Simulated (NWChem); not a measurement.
NbNH$_{2}$OCl$_{2}$; SMILES [NH]=[Nb]([OH])([Cl])[Cl]

```xyz
7

Nb    -0.2535    -0.0371     0.0000
N     -1.0062    -1.5927     0.0000
H     -1.4146    -2.5233     0.0000
Cl     1.0108     0.1189    -1.9294
Cl     1.0108     0.1189     1.9294
O     -1.6172     1.2469     0.0000
H     -2.5776     1.1731     0.0000
```
Atoms are numbered in this order, from 1.

Computed with NWChem. Structure relaxed at the PBE0/def2-SVP level. Not confirmed as a minimum by frequencies. def2 effective core potentials on Nb; no spin-orbit coupling. Level B3LYP/def2-SVP: energy and gradient on several grids; changes count from the extra-fine grid, which is no exact limit either.

Which is the coarsest grid (xcoarse; medium; xfine; coarse; fine) from which on the energy stays within 50 μHa and each gradient component within 100 μHa/bohr of xfine?

medium.
| grid | size of the energy change (μHa) | largest change of a gradient component (μHa/bohr) |
|---|---|---|
| xcoarse | 2000 | 6000 |
| coarse | 50 | 300 |
| medium | < 10 | < 30 |
| fine | < 10 | < 30 |
| xfine | < 10 | < 30 |
